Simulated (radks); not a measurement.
The numbers below are computed, except where a source is named.
Q: All-electron atom: Tl II in [Xe] 4f14 5d10 6s1 6p1 (not the ground configuration). Code: a radial shooting solver on a logarithmic mesh with Libxc functionals. Model: scalar-relativistic Kohn-Sham, PBE, spin-polarised, spherical densities, point nucleus; open shells are filled with parallel spins first (spin-orbit coupling, left out, can overturn this in heavy ions). Some entries of the table are withheld. Estimate them.

| orbital | occ. | eigenvalue (eV) | <r^2> (bohr^2) | <r> (bohr) |
|---|---|---|---|---|
| 1s up | 1 | -85647.93 | 0.0003685 | 0.01631 |
| 1s down | 1 | -85647.90 | 0.0003685 | 0.01631 |
| 2s up | 1 | -15256.66 | 0.005602 | 0.06873 |
| 2s down | 1 | -15256.65 | 0.005602 | 0.06873 |
| 2p up | 3 | -13120.56 | 0.004755 | 0.06235 |
| 2p down | 3 | -13120.54 | 0.004755 | 0.06235 |
| 3s up | 1 | -3648.576 | 0.03606 | 0.1775 |
| 3s down | 1 | -3648.558 | 0.03606 | 0.1775 |
| 3p up | 3 | -3033.927 | 0.03727 | 0.1793 |
| 3p down | 3 | -3033.908 | 0.03727 | 0.1793 |
| 3d up | 5 | -2397.938 | 0.03088 | 0.1624 |
| 3d down | 5 | -2397.924 | 0.03088 | 0.1624 |
| 4s up | 1 | -821.4332 | 0.1730 | 0.3916 |
| 4s down | 1 | -821.4052 | 0.1730 | 0.3916 |
| 4p up | 3 | -620.0099 | 0.1981 | 0.4176 |
| 4p down | 3 | -619.9776 | 0.1981 | 0.4176 |
| 4d up | 5 | -384.1370 | 0.2233 | 0.4398 |
| 4d down | 5 | -384.0990 | 0.2232 | 0.4398 |
| 5s up | 1 | -140.1437 | 0.8626 | 0.8772 |
| 5s down | 1 | -140.0790 | 0.8619 | 0.8769 |
| 4f up | 7 | -123.1423 | 0.2629 | 0.4677 |
| 4f down | 7 | -123.0992 | 0.2629 | 0.4676 |
| 5p up | 3 | -85.2670 | 1.148 | 1.008 |
| 5p down | 3 | -85.1665 | 1.143 | 1.006 |
| 5d up | 5 | -24.6857 | 2.238 | 1.382 |
| 5d down | 5 | -24.2152 | 2.171 | 1.363 |
| 6s up | 1 | -18.1604 | (1) | 2.354 |
| 6s down | 0 | -16.6979 | (2) | 2.343 |
| 6p up | 1 | -9.6783 | 11.19 | 3.135 |
| 6p down | 0 | -8.1466 | 11.31 | 3.149 |

A: 
(1) 6s up <r^2> (bohr^2): 6.250
(2) 6s down <r^2> (bohr^2): 6.202
